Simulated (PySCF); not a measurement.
PySCF input file for C2H5BF2, SMILES B(F)(F)CC, PBE0/pcSseg-1. Coordinates come from a TPSSh-D3(BJ)/def2-SVP optimisation. Other conformers were not sampled.

```python
import numpy as np
from pyscf import gto, scf, dft
from pyscf.prop.nmr import rks as nmr

mol = gto.M(
    atom='''
    B     0.01365846    0.60863721   -0.00000000
    F    -1.31268108    0.70278267   -0.00000000
    F     0.67612943    1.76221977    0.00000000
    C     0.76524084   -0.76619694    0.00000000
    C    -0.12423804   -2.01392208    0.00000000
    H     1.44686562   -0.76648998    0.87208763
    H     1.44686563   -0.76648998   -0.87208763
    H    -0.77727735   -2.03862074   -0.88642368
    H    -0.77727735   -2.03862074    0.88642368
    H     0.47547925   -2.93727251   -0.00000001
    ''',
    basis='pcSseg-1',
    charge=0,
    spin=0,
    max_memory=1600,
    verbose=3,
)
mf = dft.RKS(mol, xc='pbe0')
mf.grids.level = 3
mf.conv_tol = 1e-10
mf.max_cycle = 100
mf.kernel()
n = nmr.NMR(mf)
n.verbose = 2
n.max_cycle_cphf = 60
sigma = n.kernel()
print('atom   isotropic/ppm   span/ppm')
for i, s in enumerate(sigma):
    w = np.linalg.eigvalsh((s + s.T) / 2)
    print(f'{mol.atom_symbol(i):2s}{i + 1:3d} {w.mean():14.3f} {w[2] - w[0]:11.3f}')
```

Program output:

```
converged SCF energy = -303.543359692269
atom   isotropic/ppm   span/ppm
B   1         69.941      50.103
F   2        239.825     332.929
F   3        240.114     301.659
C   4        176.998      22.972
C   5        175.792      15.006
H   6         30.277      10.644
H   7         30.277      10.644
H   8         30.244      10.295
H   9         30.244      10.295
H  10         30.268      11.921
```

Self-consistency was reached.

Cost: about 10 core-seconds (a rough figure).
